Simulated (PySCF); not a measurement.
# Potential energy of CdTe⁻ along the bond

Set-up: PySCF, scalar-relativistic core potentials, basis sets Cd def2-SVPD with ECP28, Te def2-SVPD with ECP28. Energies in eV from Cd + Te⁻ in their ground configurations at the same level. State: ²Σ⁺ (doublet), unpaired electrons σ ↑.

```csv
R (Å),r²SCAN,CAM-B3LYP,r²SCAN0
2.312,-0.383,-0.0001,-0.358
2.420,-0.811,-0.4387,-0.778
2.528,-1.026,-0.6634,-0.983
2.608,-1.091,-0.7385,-1.042
2.689,-1.102,-0.7603,-1.047
2.770,-1.075,-0.7467,-1.014
2.877,-1.002,-0.6964,-0.937
3.012,-0.884,-0.6112,-0.817
3.173,-0.735,-0.5070,-0.673
3.388,-0.562,-0.3894,-0.513
```

Put a parabola through the three lowest points of the r²SCAN curve and estimate Re, k and ωe (reduced mass 60.69 u; 1 eV/Å² = 0.16022 mdyn/Å; ωe = 1302.8·√(k/μ) cm⁻¹).

Through R = 2.608, 2.689, 2.77 Å the second-order coefficient is 2.90 eV/Å², so Re ≈ 2.672 Å, k ≈ 0.928 mdyn/Å and ωe ≈ 161 cm⁻¹. A polynomial fit of higher order to the unrounded r²SCAN energies gives Re = 2.667 Å, k = 1.03 mdyn/Å, ωe = 169 cm⁻¹; anharmonicity and rounding make the difference.

The higher-order fit for each curve: r²SCAN: Re = 2.667 Å, ωe = 169 cm⁻¹, De = 1.10 eV; CAM-B3LYP: Re = 2.693 Å, ωe = 154 cm⁻¹, De = 0.76 eV; r²SCAN0: Re = 2.655 Å, ωe = 173 cm⁻¹, De = 1.05 eV.

These are scalar-relativistic numbers at best; spin–orbit coupling would shift them, the dissociation energy most. For an ion De counts to the pair picked by the measured ionisation energies or electron affinities, which need not be the lowest pair at this level. The state is the lowest determinant that a PBE0 search found; another state may lie lower at other levels.
